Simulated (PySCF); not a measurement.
State search for TiBr⁺

Unrestricted PBE0; PySCF, no relativity, basis sets Ti def2-TZVPPD, Br def2-TZVPPD. Outer shells of the fragments: Ti+ 3d2 4s1; Br 3d10 4s2 4p5.

Followed along the bond (rough minima from three points):

```json
{"2Ms+1": "3", "unpaired": "σ ↑, δ ↑", "⟨S²⟩ at the start": "2.02", "R at minimum (Å)": "2.30", "Te (eV)": "0.00"}
{"2Ms+1": "3", "unpaired": "π ↑, δ ↑", "⟨S²⟩ at the start": "2.01", "R at minimum (Å)": "2.33", "Te (eV)": "0.03"}
{"2Ms+1": "3", "unpaired": "π ↑, δ ↑", "⟨S²⟩ at the start": "2.02", "R at minimum (Å)": "2.33", "Te (eV)": "0.11"}
{"2Ms+1": "3", "unpaired": "δ ↑↑", "⟨S²⟩ at the start": "2.02", "R at minimum (Å)": "2.30", "Te (eV)": "0.32"}
{"2Ms+1": "1", "unpaired": "π ↓, δ ↑", "⟨S²⟩ at the start": "1.00", "R at minimum (Å)": "2.33", "Te (eV)": "0.51"}
{"2Ms+1": "1", "unpaired": "π ↓, δ ↑", "⟨S²⟩ at the start": "1.00", "R at minimum (Å)": "2.33", "Te (eV)": "0.57"}
```

Solutions found at the starting distance of 2.480 Å, counted from the lowest of them; the search is not exhaustive and high or unbound solutions are not listed, so other states can lie among these:

```tsv
2Ms+1	unpaired	term	E (eV)	⟨S²⟩	⟨Lz²⟩	μ (D)
3	π ↑, δ ↑	mixed	0.00	2.01	4.64	-10.73
3	σ ↑, δ ↑	³Δ	0.04	2.02	4.00	-10.45
3	π ↑, δ ↑	mixed	0.08	2.02	5.01	-10.66
3	δ ↑↑	³Σ⁻	0.36	2.02	0.00	-10.44
1	π ↓, δ ↑	mixed	0.50	1.00	4.67	-10.64
1	π ↓, δ ↑	mixed	0.56	1.00	5.02	-10.63
3	π ↑↑	³Σ⁻	0.58	2.01	0.00	-11.01
1	σ ↓, δ ↑	mixed	0.64	1.00	4.00	-10.49
1	δ ↑↓	mixed	0.65	1.00	8.01	-10.47
3	σ ↑, π ↑	mixed	1.13	2.03	1.24	-10.26
1	σ ↑, π ↓	mixed	1.41	1.00	1.21	-10.32
1	none	mixed	1.41	0.00	8.00	-10.33
5	σ ↑, π ↑↑, δ ↑	mixed	2.76	6.01	5.54	-4.81
5	σ ↑, π ↑↑, δ ↑	mixed	2.80	6.00	5.38	-4.80
```

A term symbol is given only where ⟨S²⟩ and ⟨Lz²⟩ are close to those of a pure state; real π, δ and φ orbitals otherwise mix terms. A positive dipole points towards Br; it is taken about the centre of mass and depends on that origin.

Compare the gap between the two lowest followed solutions at the starting distance with the gap between their minima.

At PBE0 the second solution (triplet, unpaired electrons π ↑, δ ↑) lies -0.04 eV from the first (triplet, unpaired electrons σ ↑, δ ↑) at 2.480 Å and +0.03 eV at the minima; the two curves relax by different amounts, since their minima lie near 2.33 and 2.30 Å. A gap this small is a tie at this level.

Spin–orbit coupling is left out. With d or f electrons several states lie close, and the lowest PBE0 determinant need not be the measured ground state.
